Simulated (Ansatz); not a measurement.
Which is lower?

The two ends of one reaction step of InSiH5Cl2, singlet (PBE0-D4/def2-TZVP).

A:

```xyz
9
angstrom
In -1.7629 -1.2725 -2.0084
H -2.2365 0.4029 0.8434
Cl -0.9143 1.0275 -1.9537
Cl 0.6577 -1.7346 0.1044
H -2.5103 -0.0998 1.3247
Si 1.5356 0.1362 0.3631
H 2.0854 0.5783 -0.9319
H 2.6227 -0.0937 1.3443
H 0.5226 1.0557 0.9142
```

B:

```
9
angstrom
In 0.1437 -0.7590 -2.5087
H -2.0393 -0.6659 -0.7337
Cl -2.5444 0.4289 -1.2764
Cl -0.6158 -2.1773 -0.5638
H -0.3842 0.4973 1.5309
Si 1.0042 0.6229 1.0350
H 0.9804 0.7916 -0.4519
H 1.8103 -0.5753 1.3638
H 1.6453 1.8366 1.6047
```

Ansatz 0.2.0; basis: def2-TZVPP; cores frozen in the correlated methods. Filled d shells of the heavier atoms are correlated. Core potentials replace the inner electrons of the atoms past krypton. The def2 sets are not built for correlating such inner shells, so the correlated values are less sure here. B3LYP uses VWN-RPA correlation.

Question: Which structure is lower at CCSD(T), and by how much? (An estimate is asked for; the value comes from the calculation.)

Answer: The calculation gives: A, by 55.8 kJ/mol (electronic energy, against the other). By their contacts, A is a complex of SiH₃Cl ([SiH3][Cl]) + InCl + H₂ and B is a complex of InCl + SiH₄ + HCl.

All methods give the same order:

| method | E(B) − E(A) (kJ/mol) |
| --- | --- |
| SPW92 | 29.8 |
| PBE-D4 | 47.2 |
| BLYP-D4 | 50.9 |
| r2SCAN-D4 | 55.0 |
| B97M-V | 53.0 |
| PBE0-D4 | 52.3 |
| B3LYP-D4 | 54.3 |
| r2SCAN0-D4 | 57.8 |
| BHLYP-D4 | 59.9 |
| CAM-B3LYP-D4 | 54.3 |
| wB97X-V | 59.4 |
| wB97M-V | 60.1 |
| B2PLYP | 57.8 |
| PBE-QIDH | 58.1 |
| RPA on PBE | 54.7 |
| HF | 73.9 |
| MP2 | 61.1 |
| CCSD | 57.2 |
| CCSD(T) | 55.8 |

No T1 diagnostic of these runs exceeds 0.013.

Labels in which every atom is bracketed show which atoms are joined, not bond orders.

For scale, one of the runs: CCSD(T)/def2-TZVPP, 246 basis functions, launched by `ansatz run in.yaml --threads 8 --pin off --events-out ev --progress --plain --max-ram 19148MiB`. The run took 110 s on 8 CPU threads of an Arm Neoverse V1 (shared host), with 4.9 GiB of host memory at its peak.
